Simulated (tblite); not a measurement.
Species: C6H4Cl3 (doublet state).
SMILES: `ClC(Cl)(Cl)[C]1C=CC=C1`

Computed geometry: GFN2-xTB, gas phase. This method treats the open shell by occupation alone, without spin polarisation.

Take the most abundant isotopes and a rigid rotor. 

(1) What are A, B and C (cm⁻¹)?

(2) What kind of rotor is it?

(3) What does the inertial defect say?

(4) Give the other two planar moments, Paa and Pbb, and the rms extents of the mass along the axes.

(5) Give the coordinates in the principal-axis frame, origin at the centre of mass.

(6) Where do the levels up to J = 2 lie, in MHz?

(7) Estimate the classical rotational partition function at 25 K, 100 K and 500 K.

Answers

(1) Ia = 348.35, Ib = 642.71, Ic = 697.93 u·Å²; 505379 MHz·u·Å²/I gives 1451, 786.3 and 724.1 MHz, that is A = 0.04839, B = 0.02623, C = 0.02415 cm⁻¹.

(2) An asymmetric top: κ = (2 × 786.3 − 1451 − 724.1)/(1451 − 724.1) = -0.83.

(3) Not planar: Δ = Ic − Ia − Ib = -293.13 u·Å². For a rigid frame Δ = −2 Σ m c², so Σ m c² = 146.56 u·Å² lies off the ab plane: 0.00 from hydrogen and 146.56 from heavier atoms. The atom farthest from that plane is 1.45 Å away.

(4) Paa = Σ m a² = (Ib + Ic − Ia)/2 = 496.14 and Pbb = Σ m b² = (Ia + Ic − Ib)/2 = 201.79 u·Å². With the mass M = 180.94 u, the rms extents √(P/M) along a, b and c are 1.66, 1.06, 0.90 Å.

(5) The sense of each axis is arbitrary; atoms in the order of the calculation.
```json
{"atom": "Cl1", "mass (u)": "34.969", "a (Å)": "1.140", "b (Å)": "-0.878", "c (Å)": "1.448"}
{"atom": "C2", "mass (u)": "12.000", "a (Å)": "0.589", "b (Å)": "0.031", "c (Å)": "0.000"}
{"atom": "Cl3", "mass (u)": "34.969", "a (Å)": "1.146", "b (Å)": "-0.875", "c (Å)": "-1.447"}
{"atom": "Cl4", "mass (u)": "34.969", "a (Å)": "1.372", "b (Å)": "1.614", "c (Å)": "0.002"}
{"atom": "C5", "mass (u)": "12.000", "a (Å)": "-0.876", "b (Å)": "0.115", "c (Å)": "-0.002"}
{"atom": "C6", "mass (u)": "12.000", "a (Å)": "-1.735", "b (Å)": "-1.079", "c (Å)": "-0.002"}
{"atom": "C7", "mass (u)": "12.000", "a (Å)": "-3.033", "b (Å)": "-0.657", "c (Å)": "-0.001"}
{"atom": "C8", "mass (u)": "12.000", "a (Å)": "-3.032", "b (Å)": "0.755", "c (Å)": "-0.001"}
{"atom": "C9", "mass (u)": "12.000", "a (Å)": "-1.687", "b (Å)": "1.216", "c (Å)": "-0.001"}
{"atom": "H10", "mass (u)": "1.008", "a (Å)": "-1.364", "b (Å)": "-2.085", "c (Å)": "-0.004"}
{"atom": "H11", "mass (u)": "1.008", "a (Å)": "-3.908", "b (Å)": "-1.277", "c (Å)": "-0.001"}
{"atom": "H12", "mass (u)": "1.008", "a (Å)": "-3.901", "b (Å)": "1.388", "c (Å)": "-0.001"}
{"atom": "H13", "mass (u)": "1.008", "a (Å)": "-1.380", "b (Å)": "2.243", "c (Å)": "0.001"}
```

(6) Above 0(0,0):
J = 1: 1(0,1) 1510, 1(1,1) 2175, 1(1,0) 2237
J = 2: 2(0,2) 4527, 2(1,2) 5134, 2(1,1) 5320, 2(2,1) 7314, 2(2,0) 7318
Those of J = 1 are B + C, A + C and A + B.

(7) Point group Cs, symmetry number σ = 1; q = (√π/σ)·√((kT/h)³/(ABC)), k/h = 20836.6 MHz/K: 23200 at 25 K, 185000 at 100 K, 2070000 at 500 K.

For this open shell read J as N, the rotation without spin; fine and hyperfine splittings come on top. Its GFN2-xTB frequencies are all real (lowest 35 cm⁻¹). Zero-point vibration and centrifugal distortion are left out.

The run took 0.61 s on one thread of an Arm Neoverse V2, shared host. This is the geometry optimisation.

Conformer computed: `[Cl:1][C:2]([Cl:3])([Cl:4])[C:5]1[CH:6]=[CH:7][CH:8]=[CH:9]1`: Cl1–C2–C5–C6 -59°.
